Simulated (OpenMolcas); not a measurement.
**Pb3+: effect of the basis set**

```json
{"Program": "OpenMolcas 26.06", "Method": "CASSCF", "Active space": "1 electron in 4 orbitals (6s 6p)", "State averaging": "2S+1 = 2 even, 1 root; 2S+1 = 2 odd, 3 roots", "Spin-orbit coupling": "RASSI with atomic mean-field integrals over the reference wave functions, term energies averaged over their components"}
```

A. ANO-R1 [7s6p4d2f], X2C, finite nucleus; cost of the order of 7 core-seconds
B. ANO-RCC-VDZP [7s6p4d2f1g], DKH2, point nucleus; cost roughly 7 core-seconds
C. ANO-R2 [8s7p5d3f1g], X2C, finite nucleus; cost about 6 core-seconds
D. ANO-RCC-VTZP [8s7p5d3f2g], DKH2, point nucleus; cost about 8 core-seconds
E. ANO-R3 [9s8p6d3f2g1h], X2C, finite nucleus; cost of the order of 13 core-seconds
F. ANO-RCC-VQZP [9s8p6d4f3g], DKH2, point nucleus; cost about 23 core-seconds

Energies in cm⁻¹ above 6s ²S_1/2, the measured ground level; measured values from Moore, Atomic Energy Levels, vol. III, NSRDS-NBS 35 (1971 reprint of NBS Circular 467, 1958).

| Level | A | B | C | D | E | F | Measured |
| --- | --- | --- | --- | --- | --- | --- | --- |
| 6s ²S_1/2 | 0.0 | 0.0 | 0.0 | 0.0 | 0.0 | 0.0 | 0.0 |
| 6p ²P°_1/2 | 74134 | 75247 | 75832 | 77099 | 76405 | 77198 |  |
| 6p ²P°_3/2 | 94172 | 96107 | 92448 | 93906 | 93013 | 92938 | 97219 |

Among A to F the level of the table that moves most is 6p ²P°_3/2, by 3700 cm-1 (lowest in C, highest in B).

Spin-orbit splittings of 6p shells tend to come out small when the coupling is added on scalar orbitals. With one active electron the reference holds no correlation, so core polarisation is missing. The basis is small and was not contracted for so high a charge (holds for A; B). Only configurations of the active space appear.

° marks odd parity.
